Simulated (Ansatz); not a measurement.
`FC[SiH2][SnH2][F]` → `F[CH2][SnH2][F]` + `[SiH2]`  (silylene formation by 1,1-elimination)

Computed with Ansatz on PBE0-D4/def2-TZVP structures; ΔE is electronic, products minus reactants. CCSD(T)/CBS adds triple-zeta CCSD(T) − MP2 to the extrapolated MP2 energy (def2 sets, frozen cores). This one scheme is used for every species. Functionals use def2-TZVPP. Elements past krypton have def2 core potentials. For Sn outer-core shells are correlated without core-valence functions, which leaves a few kJ/mol of doubt a bond. Each species was taken in one conformer, which may not be the lowest.

```tsv
level	ΔE (kJ/mol)	difference from CCSD(T)/CBS
PBE-D4	283.1	12.3
B2PLYP	265.0	-5.8
PBE0	283.1	12.3
HF/def2-TZVPP	248.6	-22.2
MP2/def2-TZVPP	278.9	8.1
CCSD/def2-TZVPP	256.9	-13.9
CCSD(T)/def2-TZVPP	261.0	-9.8
HF/def2-QZVPP	248.9	-21.9
MP2/CBS(def2)	288.7	17.9
CCSD/CBS(def2)	266.6	-4.2
CCSD(T)/CBS	270.8	0
```

Largest T1 diagnostic among the species: 0.014.

From PBE to PBE0 (25 % exact exchange), in def2-TZVPP and without D4, ΔE moves by +8.0 kJ/mol. The D4 term adds +13.0 kJ/mol with B3LYP and +7.2 kJ/mol with PBE0; it sums over pairs of atoms, weighted by their polarisabilities, and B3LYP, whose exchange is more repulsive, gets the larger term.

B3LYP here is the variant with VWN-RPA as its local correlation; programs differ in this.
